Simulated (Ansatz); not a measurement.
Reaction (isomerisation): `CC(C)[SiH2]O` → `CO[SiH](C)C`

Gas-phase electronic energies from Ansatz, PBE0-D4/def2-TZVP geometries. CBS: MP2 limit from def2 TZ/QZ plus the TZ coupled-cluster correction, frozen cores. Each species was taken in one conformer, which may not be the lowest.

| species | MP2/def2-QZVPP energy (Eh) |
| --- | --- |
| `CC(C)[SiH2]O` | -484.34803 |
| `CO[SiH](C)C` | -484.34963 |

Work out ΔE.

ΔE = (-484.34963) − (-484.34803) = -0.00160 Eh = -1.0 kcal/mol. CCSD(T)/CBS gives -1.9 kcal/mol.

Largest T1 diagnostic among the species: 0.010.

From BLYP to BHLYP (50 % exact exchange), in def2-TZVPP and without D4, ΔE moves by +0.8 kcal/mol. Leaving LDA and LC-ωPBE aside and taking each functional with its dispersion term where it has one, the values, not all of them listed here, spread over 2.4 kcal/mol, from B97M-V to PBE-QIDH. LDA lies +1.6 kcal/mol from PBE without D4.
